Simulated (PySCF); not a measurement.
These 3 structures share the formula C7H19NSi. Theory: PySCF, PBE0-D3(BJ)/def2-SVP geometry optimisation, gas phase. Energies are electronic, without zero-point or thermal terms, for one conformer each. No frequencies were run at this level. Point groups hold within 0.08 Å.

Problem. Rank from lowest to highest electronic energy at this level (kJ/mol).
A. `[CH3:1][CH:2]([CH3:3])[C@H:4]([CH3:5])[SiH2:6][N:7]([CH3:8])[CH3:9]` with C1–C2–C4–C5 59°, C2–C4–Si6–N7 -47°, C4–Si6–N7–C8 144°
B. `[CH3:1][CH:2]([CH3:3])[N:4]([SiH3:5])[C:6]([CH3:7])([CH3:8])[CH3:9]` with C1–C2–N4–Si5 71°
C. `[CH3:1][CH:2]([CH3:3])[CH2:4][C@H:5]([CH3:6])[CH2:7][NH:8][SiH3:9]` with C1–C2–C4–C5 -58°, C2–C4–C5–C6 -58°, C4–C5–C7–N8 -174°, C5–C7–N8–Si9 -143°

Solution. C (0.0), A (9.7), B (21.8).

As drawn, the lowest has an N–H bond, which the highest lacks. Neighbours under 10 kJ/mol apart (CC(C)C[C@H](C)CN[SiH3] and CC(C)[C@H](C)[SiH2]N(C)C) can change places with a better method, another conformer or zero-point energy.

| SMILES | E (Eh) | E rel (kJ/mol) | dipole (D) | point group | A, B, C (MHz) |
| --- | --- | --- | --- | --- | --- |
| CC(C)C[C@H](C)CN[SiH3] | -621.61159 | 0.0 | 1.18 | C1 | 3613, 449.3, 439.4 |
| CC(C)[C@H](C)[SiH2]N(C)C | -621.60789 | 9.7 | 0.82 | C1 | 1878, 797.9, 733.7 |
| CC(C)N([SiH3])C(C)(C)C | -621.60329 | 21.8 | 1.37 | C1 | 1563, 1123, 923.4 |
